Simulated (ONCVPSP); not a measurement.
## Before and after: ONCV potential for Cu (Z = 29)

- Element: Cu
- Generator: ONCVPSP 4.0.1
- Type: optimised norm-conserving Vanderbilt (ONCV)
- Functional: PBEsol
- Relativity: scalar-relativistic
- Frozen core: [Ne]
- Valence charge: 19
- Reference configuration: 3s2 3p6 3d8 (charge +3)
- Partial waves: 3s: rc 0.85 bohr, ncon 3, nbas 6, qcut 11 1/bohr, 2 projectors, debl 0.8 Ha; 3p: rc 1.00 bohr, ncon 4, nbas 7, qcut 12 1/bohr, 2 projectors, debl 3.1 Ha; 3d: rc 0.75 bohr, ncon 4, nbas 8, qcut 12.8 1/bohr, 2 projectors, debl 2.2 Ha
- Local potential: polynomial inside 0.75 bohr (lpopt 5, dvloc0 0 Ha)
- Core correction: Teter function fitted to the true core (icmod 2), fcfact 0.55

In the s channel the program set the typed energies aside and used -5.892, 0.250 Ha. In the p channel the program set the typed energies aside and used -4.322, 0.250 Ha.

Change: s: qcut 12; p: qcut 13.1; d: qcut 14.

Cutoffs: the cutoffs (Ha) at which the residual kinetic energy of the hardest occupied pseudo-wave falls to 1 and 0.1 mHa per electron; they do not see the model core or the augmentation charge, which bear on the density cutoff. Errors are all-electron minus pseudo energies relative to the spin-unpolarised reference configuration.

Problem. What does the change do?

Solution. The potential gets softer (399 Ha and 464 Ha → 362 Ha and 434 Ha); the errors of the 4 common tests hardly move; neither file shows a bound ghost.

| quantity | base | changed |
| --- | --- | --- |
| cutoff, loose | 399 Ha | 362 Ha |
| cutoff, tight | 464 Ha | 434 Ha |
| loose cutoff by channel | s 55 Ha, p 46 Ha, d 399 Ha | s 60 Ha, p 46 Ha, d 362 Ha |
| bound ghosts | none | none |
| GHOST(+) flags under 300 eV | none | none |
| error for 3s2 3p6 3d10 4s1, meV [ΔE -68.41 eV] | +4.5 | +4.2 |
| error for 3s2 3p6 3d10, meV [ΔE -60.31 eV] | +8.7 | +8.0 |
| error for 3s2 3p6 3d9, meV [ΔE -38.99 eV] | +5.4 | +5.0 |
| error for 3s2 3p6 3d9 4s1 4p1, meV [ΔE -61.55 eV] | +4.1 | +4.1 |
| s: phases at 0.86 bohr within 0.05 rad from the reference energy up to (Ha; the scan ends near 5) | to the end of the scan | to the end of the scan |
| p: phases at 1.01 bohr within 0.05 rad from the reference energy up to (Ha; the scan ends near 5) | to the end of the scan | to the end of the scan |
| d: phases at 0.76 bohr within 0.05 rad from the reference energy up to (Ha; the scan ends near 5) | to the end of the scan | to the end of the scan |
| rms error of d²Exc/dni dnj with the model core, mHa | 1.84 | 1.76 |
